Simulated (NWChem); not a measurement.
Correlation energy of CCl$_{2}$

```
C
Cl 1 1.7189
Cl 1 1.7189 2 109.33
```
Charge 0, spin multiplicity 1.

All runs are NWChem calculations. All single points use one geometry, from PBE0/def2-SVP, a minimum by its harmonic frequencies.

Basis set: cc-pVDZ. Each correlation energy counts from its own Hartree-Fock reference.

The correlated methods keep 11 core orbitals frozen. The structure started from a generated list of species. Coupled-cluster values serve here as a point of comparison, not as the truth.

```json
[
 {"method": "RI-MP2", "correlation energy (mHa)": "-387.0"},
 {"method": "MP2", "correlation energy (mHa)": "-386.9"},
 {"method": "SCS-MP2", "correlation energy (mHa)": "…"},
 {"method": "CR-CCSD[T]", "correlation energy (mHa)": "-432.0"},
 {"method": "CR-CCSD(T)", "correlation energy (mHa)": "-431.0"},
 {"method": "CCSD", "correlation energy (mHa)": "…"},
 {"method": "CCSD+T(CCSD)", "correlation energy (mHa)": "…"},
 {"method": "CCSD(T)", "correlation energy (mHa)": "-434.6"}
]
```

**Question.** What belongs in the gaps?

**Answer.** 
- SCS-MP2, correlation energy (mHa): -374.1
- CCSD, correlation energy (mHa): -419.8
- CCSD+T(CCSD), correlation energy (mHa): -435.9
